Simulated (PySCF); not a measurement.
# Trend along the third period: MTl cations

MP2 with double-zeta basis sets in PySCF, for the lowest determinant that a PBE0 search found; no spin–orbit coupling. De refers to high-spin ground-configuration atoms (the charge goes to the atom of lower measured ionisation energy or higher electron affinity, which is not always the lowest computed limit).

```csv
M,basis,"reference, frozen orbitals",charged atom,state (unpaired electrons),Re (Å),ωe (cm⁻¹),De (eV)
Na,cc-pVDZ/cc-pVDZ-PP,"UHF, 5",Na+,doublet (σ ↑),3.595,98.9,n/a
Mg,def2-SVP,"RHF, 5",Tl+,singlet (closed shell),3.396,116,n/a
Al,def2-SVP,"UHF, 9",Al+,doublet (σ ↑),3.444,110,n/a
Si,def2-SVP,"UHF, 9",Tl+,"triplet (σ ↑, π ↑)",3.302,105,n/a
P,def2-SVP,"UHF, 9",Tl+,"quartet (σ ↑, π ↑↑)",3.358,78.8,n/a
S,cc-pVDZ-PP/cc-pV(D+d)Z,"UHF, 9",Tl+,triplet (π ↑↑),3.299,103,n/a
Cl,def2-SVP,"UHF, 9",Tl+,doublet (π ↑),3.287,88.2,n/a
```

The shortest bond is that of TlCl⁺ (3.287 Å), the longest that of NaTl⁺ (3.595 Å).

The rows differ in basis set, which adds steps of its own.

The state changes along the series, so neighbouring rows are not always alike in their bonding.

Correlated steps freeze the inner cores (5 to 9 orbitals); shallow outer-core shells are correlated. Spin–orbit coupling is left out, which matters for elements this heavy, above all for dissociation energies. States were picked by a PBE0 search and need not be the measured ground states.
